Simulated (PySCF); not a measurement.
Isomers of C8H10Se, from PBE0-D3(BJ)/def2-SVP geometry optimisation, gas phase in PySCF. One conformer each, no zero-point energy, no frequencies.

Question: Which isomer lies lower at this level?
A. `[CH3:1][CH:2]=[C:3]=[C:4]=[C:5]=[C:6]([CH3:7])[Se:8][CH3:9]` with C5–C6–Se8–C9 0°: A = 2444, B = 411.1, C = 362.0 MHz, dipole 1.03 D
B. `[CH3:1][Se:2][c:3]1[cH:4][cH:5][c:6]([CH3:7])[cH:8][cH:9]1` with C1–Se2–C3–C4 -176°: A = 3610, B = 560.3, C = 488.2 MHz, dipole 1.31 D

Answer: B. That is `C[Se]c1ccc(C)cc1`, 82.2 kcal/mol below the other.

| SMILES | mapped SMILES | E (Eh) | relative (kcal/mol) | relative (kJ/mol) | dipole (D) |
| --- | --- | --- | --- | --- | --- |
| C[Se]c1ccc(C)cc1 | [CH3:1][Se:2][c:3]1[cH:4][cH:5][c:6]([CH3:7])[cH:8][cH:9]1 | -2711.27152 | 0.0 | 0.0 | 1.31 |
| CC=C=C=C=C(C)[Se]C | [CH3:1][CH:2]=[C:3]=[C:4]=[C:5]=[C:6]([CH3:7])[Se:8][CH3:9] | -2711.14058 | 82.2 | 343.8 | 1.03 |

As drawn, the lower has an aromatic ring, which the higher lacks; the higher has cumulated double bonds and a C=C bond outside aromatic rings, which the lower lacks.
